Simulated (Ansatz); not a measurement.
Input file for Ansatz (a quantum-chemistry and plane-wave program): R-CCSD(T)/cc-pVTZ on GaH3Se2 (SMILES [SeH][GaH][SeH]), a point of a torsion scan. The run froze 42 orbitals, filled d shells among them.

Ansatz 0.2 input:
```yaml
crystal:
  periodic: [false, false, false]
  atoms:
    - {symbol: Se, position_ang: [-2.27111323, -0.59811218, -0.23720841]}
    - {symbol: Ga, position_ang: [-0.35057096, 0.72794005, -0.33062298]}
    - {symbol: Se, position_ang: [0.82550249, 1.30456422, 1.61872224]}
    - {symbol: H, position_ang: [-2.14295841, -0.67930459, 1.20256869]}
    - {symbol: H, position_ang: [0.19644699, 1.26153245, -1.71062154]}
    - {symbol: H, position_ang: [1.79961475, 2.07909807, 0.89391314]}
basis:
  gaussian:
    orbitals: cc-pVTZ
magnetization: {spin_polarized: false}
correlation: {method: ccsd_t, electrons: outside_noble_gas}
scf: {lower_state_search: off}
```

It printed:

```
WARN ansatz: RAYON_NUM_THREADS=1 ignored (pool sized by the plan → 1); use --threads N
Functional definition: HF
these checks for a lower state are left out or cut short: stability, starts, cluster_reference, orbital_swaps, neighbouring_geometries, increment
integrals: 0.51 GiB planned
1073 factors; integrals over basis functions are off by at most 1.2e-3 eV
mean field: 0.82 GiB planned
mean field evaluation 1: about -182992.2513 eV, gradient 1.6e1 eV
mean field evaluation 2: about -182992.3852 eV, gradient 1.6e1 eV
mean field evaluation 4: about -182993.5806 eV, gradient 2.5e0 eV
mean field evaluation 8: about -182993.6129 eV, gradient 1.8e-1 eV
mean field evaluation 16: about -182993.6131 eV, gradient 1.2e-6 eV
mean field -182993.61306411 eV, -6724.8912425800 hartree, gradient 1.2e-6 eV, S^2 0.000000; 0 other end points of the search recorded, 0 dependent functions left out
42 core orbitals not correlated
reference -182993.61306411 eV, -6724.8912425800 hartree; 9, 9 occupied and 120, 120 virtual orbitals, 1073 factors
second order -10.43534518 eV of doubles, -0.00000000 eV of singles
coupled cluster: 0.91 GiB planned
cycle   1  -11.25757146 eV  change   -8.2e-1 eV  update   7.8e-2
cycle   2  -11.57269979 eV  change   -3.2e-1 eV  update   2.4e-2
cycle   3  -11.61549960 eV  change   -4.3e-2 eV  update   1.0e-2
cycle   4  -11.61126512 eV  change    4.2e-3 eV  update   3.3e-3
cycle   5  -11.61011281 eV  change    1.2e-3 eV  update   1.2e-3
cycle   6  -11.60987620 eV  change    2.4e-4 eV  update   4.0e-4
cycle   7  -11.60990675 eV  change   -3.1e-5 eV  update   1.2e-4
cycle   8  -11.60994647 eV  change   -4.0e-5 eV  update   4.0e-5
cycle   9  -11.60994111 eV  change    5.4e-6 eV  update   1.3e-5
perturbative correction -0.49145265 eV, -0.0180605519 hartree
Total energy: -183005.71445786 eV, -6725.3359605980 hartree
Checks for a lower state left out: stability, starts, cluster_reference, orbital_swaps, neighbouring_geometries, increment
```

The run converged.

Cost: about 11 core-seconds (a rough figure).
